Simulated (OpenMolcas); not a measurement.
OpenMolcas run: Au5+

Au5+ among 6 point charges of -1.7 e arranged as a tetragonal octahedron (D4h), 1.99 Å from the ion, with the axial distance 1.731 Å. With inversion symmetry the input lists one of each pair of outer charges.

Input:

```
&GATEWAY
Coord
1

Au 0.0 0.0 0.0
Basis=ANO-RCC-VDZP
Group=XYZ
NoMove
AngMom=0.0 0.0 0.0
AMFI
XField
3 Angstrom 0
1.990000 0.000000 0.000000 -1.700000
0.000000 1.990000 0.000000 -1.700000
0.000000 0.000000 1.731300 -1.700000
&SEWARD
* reference wave functions (RASSCF and RASSI steps not shown): 6 electrons in 5 orbitals (5d)
>>> COPY JOB001 $Project.JobIph
&CASPT2
Multistate=5 1 2 3 4 5
NoMult
Frozen=14 16
IPEA=0.25
Imaginary=0.1
MaxIter=60
WThr=0.0 0.3 0.05
PrWF=0.5
NoMix
>>> COPY JOB002 $Project.JobIph
&CASPT2
Multistate=45 1 2 3 4 5 6 7 8 9 10 11 12 13 14 15 16 17 18 19 20 21 22
23 24 25 26 27 28 29 30 31 32 33 34 35 36 37 38 39 40 41 42 43 44 45
NoMult
Frozen=14 16
IPEA=0.25
Imaginary=0.1
MaxIter=60
WThr=0.0 0.3 0.05
PrWF=0.5
NoMix
>>> COPY JOB003 $Project.JobIph
&CASPT2
Multistate=50 1 2 3 4 5 6 7 8 9 10 11 12 13 14 15 16 17 18 19 20 21 22
23 24 25 26 27 28 29 30 31 32 33 34 35 36 37 38 39 40 41 42 43 44 45 46
47 48 49 50
NoMult
Frozen=14 16
IPEA=0.25
Imaginary=0.1
MaxIter=60
WThr=0.0 0.3 0.05
PrWF=0.5
NoMix
```

Launched by
```bash
OMP_NUM_THREADS=1 MOLCAS_MEM=1689 MOLCAS_PROJECT=a pymolcas a.inp > a.log  # once for each step of the input, in one work folder
```

Output, cut to the results:

```
--- CASPT2 ---
Orbital specifications:
      -----------------------

      Symmetry species                           1   2
                                                ag  au
      Frozen orbitals                           14  16
      Inactive orbitals                          1   3
      Active orbitals                            5   0
      Secondary orbitals                         7  13
      Deleted orbitals                           0   0
      Number of basis functions                 27  32
Type of calculation                        SS-CASPT2
      Fock operator                              state-specific
      IPEA shift                                 0.25
      Real shift                                 0.00
      Imaginary shift                            0.10
      The input orbitals will be transformed to quasi-canonical
Reference energy:      -19001.9311747240
      E2 (Non-variational):      -0.1754680309
      Shift correction:          -0.0000770995
      E2 (Variational):          -0.1755451304
      Total energy:          -19002.1067198544
      Residual norm:              0.0000006910
      Reference weight:           0.96663
      Contributions to the CASPT2 correlation energy
      Active & Virtual Only:         -0.0589442240
      One Inactive Excited:          -0.0837488132
      Two Inactive Excited:          -0.0327749937
Reference energy:      -19001.9115347572
      E2 (Non-variational):      -0.1751564783
      Shift correction:          -0.0000748865
      E2 (Variational):          -0.1752313648
      Total energy:          -19002.0867661219
      Residual norm:              0.0000007686
      Reference weight:           0.96682
      Contributions to the CASPT2 correlation energy
      Active & Virtual Only:         -0.0585790139
      One Inactive Excited:          -0.0837694446
      Two Inactive Excited:          -0.0328080197
::    CASPT2 Root  1     Total energy: -19002.10671985
::    CASPT2 Root  2     Total energy: -19002.08676612
::    CASPT2 Root  3     Total energy: -19002.08676612
::    CASPT2 Root  4     Total energy: -19002.07689552
::    CASPT2 Root  5     Total energy: -19002.03630808
--- CASPT2 ---
Orbital specifications:
      -----------------------

      Symmetry species                           1   2
                                                ag  au
      Frozen orbitals                           14  16
      Inactive orbitals                          1   3
      Active orbitals                            5   0
      Secondary orbitals                         7  13
      Deleted orbitals                           0   0
      Number of basis functions                 27  32
Type of calculation                        SS-CASPT2
      Fock operator                              state-specific
      IPEA shift                                 0.25
      Real shift                                 0.00
      Imaginary shift                            0.10
      The input orbitals will be transformed to quasi-canonical
Reference energy:      -19001.8574215569
      E2 (Non-variational):      -0.1798171623
      Shift correction:          -0.0000732781
      E2 (Variational):          -0.1798904403
      Total energy:          -19002.0373119972
      Residual norm:              0.0000002056
      Reference weight:           0.96645
      Contributions to the CASPT2 correlation energy
      Active & Virtual Only:         -0.0605020286
      One Inactive Excited:          -0.0854215975
      Two Inactive Excited:          -0.0338935363
Reference energy:      -19001.8574215568
      E2 (Non-variational):      -0.1798171609
      Shift correction:          -0.0000732781
      E2 (Variational):          -0.1798904389
      Total energy:          -19002.0373119958
      Residual norm:              0.0000002056
      Reference weight:           0.96645
      Contributions to the CASPT2 correlation energy
      Active & Virtual Only:         -0.0605020280
      One Inactive Excited:          -0.0854215962
      Two Inactive Excited:          -0.0338935366
::    CASPT2 Root  1     Total energy: -19002.03731200
::    CASPT2 Root  2     Total energy: -19002.03731200
::    CASPT2 Root  3     Total energy: -19002.03357868
::    CASPT2 Root  4     Total energy: -19002.01224636
::    CASPT2 Root  5     Total energy: -19002.01224636
::    CASPT2 Root  6     Total energy: -19002.01132869
::    CASPT2 Root  7     Total energy: -19002.00759981
::    CASPT2 Root  8     Total energy: -19002.00759982
::    CASPT2 Root  9     Total energy: -19002.00664867
::    CASPT2 Root 10     Total energy: -19001.99884961
::    CASPT2 Root 11     Total energy: -19001.99123104
::    CASPT2 Root 12     Total energy: -19001.98929825
::    CASPT2 Root 13     Total energy: -19001.98929825
::    CASPT2 Root 14     Total energy: -19001.98301179
::    CASPT2 Root 15     Total energy: -19001.98524929
::    CASPT2 Root 16     Total energy: -19001.98524928
::    CASPT2 Root 17     Total energy: -19001.98440473
::    CASPT2 Root 18     Total energy: -19001.97967486
::    CASPT2 Root 19     Total energy: -19001.97952339
::    CASPT2 Root 20     Total energy: -19001.97332376
::    CASPT2 Root 21     Total energy: -19001.96908576
::    CASPT2 Root 22     Total energy: -19001.96908576
::    CASPT2 Root 23     Total energy: -19001.96437148
::    CASPT2 Root 24     Total energy: -19001.96382486
::    CASPT2 Root 25     Total energy: -19001.95565306
::    CASPT2 Root 26     Total energy: -19001.95565306
::    CASPT2 Root 27     Total energy: -19001.94880703
::    CASPT2 Root 28     Total energy: -19001.94880703
::    CASPT2 Root 29     Total energy: -19001.93698461
::    CASPT2 Root 30     Total energy: -19001.93751665
--- CASPT2 ---
Orbital specifications:
      -----------------------

      Symmetry species                           1   2
                                                ag  au
      Frozen orbitals                           14  16
...
```

Spin-orbit levels above the lowest (labels of D4, the rotations of D4h), with the averaged single-state CASPT2 energies on the diagonal:

| E (cm-1) | Degeneracy | Label | 2S+1 | g |
| --- | --- | --- | --- | --- |
| 0 | 1 | A1 | 5 (66 %) |  |
| 310 | 1 | A2 | 5 (68 %) |  |
| 2510 | 2 | E | 5 (79 %) | 0.00 0.00 6.91 |
| 3620 | 1 | B2 | 5 (82 %) |  |
| 4070 | 1 | A1 | 5 (55 %) |  |
| 4620 | 1 | B1 | 5 (73 %) |  |
| 4700 | 2 | E | 5 (65 %) | 0.00 0.00 1.09 |
| 9490 | 1 | B2 | 5 (62 %) |  |
| 9870 | 2 | E | 5 (54 %) | 0.00 0.00 1.68 |
| 12120 | 2 | E | 5 (84 %) | 0.00 0.00 3.75 |
| 12250 | 1 | A1 | 5 (51 %) |  |
| 13180 | 1 | B1 | 5 (57 %) |  |
| 13250 | 1 | A2 | 5 (87 %) |  |
| 15150 | 2 | E | 5 (83 %) | 0.00 0.00 1.53 |
| 16490 | 1 | A2 | 5 (66 %) |  |
| 17610 | 1 | A1 | 3 (51 %) |  |
| 18600 | 1 | A2 | 3 (52 %) |  |
| 19580 | 1 | A1 | 3 (44 %) |  |
| 19670 | 1 | B2 | 5 (60 %) |  |
| 20440 | 1 | B1 | 5 (65 %) |  |

Spin-orbit coupling mixes the spin-free states strongly: the lowest level takes only 50 % from its leading state, 5B2. Point charges give a weaker field than real ligands, and real ions of this kind are as a rule low spin; the high spin found here belongs to the model. Free-ion shares, where given, are those of the reference states; single-state CASPT2 does not remix them. Point charges carry no covalency, so the field is a model and not that of real ligands. No measured value stands beside these numbers.

The CASPT2 steps took 6.2 s on 1 thread of Intel(R) Xeon(R) Platinum 8488C (Sapphire Rapids), with other jobs on the host; the integral step is not counted.

With an even number of electrons the g values are those of a degenerate or nearly degenerate non-Kramers pair.
